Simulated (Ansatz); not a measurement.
`[BH2][AlH][O]C` + H₂S → `C[O][AlH][SH]` + BH₃ at 400 K and 1 bar (cleavage of the Al–B bond).

Calculated with Ansatz (gas phase, PBE0-D4/def2-TZVP geometries, no zero-point term in ΔE). CCSD(T)/CBS is the MP2 limit (def2-TZVPP, def2-QZVPP) plus CCSD(T) − MP2 in def2-TZVPP, frozen cores. This one scheme is used for every species. Each species was taken in one conformer, which may not be the lowest.

```csv
species,CCSD(T)/CBS energy (Eh),H − E (kJ/mol),S (J/(mol·K))
`[BH2][AlH][O]C`,-383.62766,211.5,377.5
H₂S,-398.97279,53.4,215.9
`C[O][AlH][SH]`,-756.10453,185.1,380.1
BH₃,-26.55200,82.6,199.4
```

H − E and S are ideal-gas, rigid-rotor, harmonic terms from PBE0-D4/def2-TZVP, for one conformer and one mirror image of each species. 1 Eh = 2625.50 kJ/mol, R = 8.31446 J/(mol·K).

Task: By hand: ΔE, ΔH, ΔS and ΔG.

Result: ΔE = (-756.10453) + (-26.55200) − (-383.62766) − (-398.97279) = -0.05608 Eh = -147.2 kJ/mol. Δ(H − E) = 185.1 + 82.6 − 211.5 − 53.4 = 2.8, so ΔH = -144.4 kJ/mol. ΔS = 380.1 + 199.4 − 377.5 − 215.9 = -13.9 J/(mol·K). ΔG = -144.4 − 400 × (-13.9)/1000 = -138.8 kJ/mol.

Task: By hand: the equilibrium constant, and the temperature at which ΔG would vanish if ΔH and ΔS stayed fixed.

Result: log₁₀ K = −ΔG/(RT ln 10) = 18.1. ΔG = 0 at ΔH/ΔS = 10388 K, far beyond where these terms or the molecules hold.

The number of gas molecules stays the same, so ΔS is small and ΔH decides. A doubt of 5 kJ/mol in ΔE shifts log₁₀ K by 0.7 here. Other conformers and mirror images would add mixing entropy, several J/(mol·K) or more a flexible species. Modes under 60 cm⁻¹, often nearly free rotors, make the harmonic entropy too high. These are equilibria of isolated gas molecules and say nothing of rates. Largest T1 diagnostic: 0.012 (customary marks: 0.02 for closed shells, 0.045 for open ones).
